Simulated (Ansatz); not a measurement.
Mg₅H₁₀, relaxed as a singlet with RKS r2SCAN-D4/def2-SVP in Ansatz, starting from the GFN1-xTB geometry. Force threshold 0.02 eV/Å.

Another isomer (singlet) lies 0.18 eV lower at PBE0-D4/def2-TZVP; other spin states weren't run for this one.

Start:

```xyz
15

Mg   -1.062   -1.622   -0.572
Mg    0.379    1.561    1.158
Mg    1.967    0.538   -1.124
Mg   -1.876    1.571   -1.167
Mg    0.176   -2.065    1.874
H    -1.478   -2.329    1.081
H    -2.473    2.509   -2.252
H     3.309   -0.124   -0.672
H     0.269   -0.168    1.890
H    -2.129   -0.314   -1.089
H     1.294   -3.094    2.238
H    -1.250    2.025    0.548
H     1.799    2.276    0.953
H     0.617    1.212   -1.806
H     0.460   -1.976   -1.059
```

Question: Estimate the energy that the relaxation releases and the steps that it takes.

Answer: 2.63 eV, in 26 steps; 80 s on 4 threads of Arm Neoverse V1 on a shared host. The force fell under the threshold at step 14, but the optimiser went on and released 0.036 eV more. No frequencies were taken in this run, so the end may be a saddle point.

Question: Does the start keep its bonding?

Answer: Bonds lost: Mg1–H15, Mg3–H14, Mg5–H9 (atoms count from 1). Bonds formed: Mg1–H9, Mg1–H14, Mg2–H14, Mg3–H13, Mg3–H15, Mg5–H15 (atoms count from 1). Metal–metal contacts that move far: Mg1–Mg2 3.90 to 2.92 Å.

Question: Predict the relaxed structure.

Answer: 
Cartesian coordinates in Å:
```
Mg -1.303 -0.943 -0.203
Mg 0.104 1.335 0.972
Mg 2.171 0.097 -0.695
Mg -1.868 1.774 -1.270
Mg 0.645 -2.225 1.490
H -0.744 -2.580 0.183
H -2.169 2.675 -2.682
H 3.132 0.305 -2.089
H -0.535 -0.333 1.511
H -2.642 0.098 -0.780
H 0.888 -2.998 2.991
H -1.251 2.378 0.431
H 1.858 1.384 0.719
H -0.040 0.425 -0.874
H 1.754 -1.391 0.296
```
Bond lengths (bridged metal pairs left out): 17 × H–Mg 1.70 to 2.06 Å.
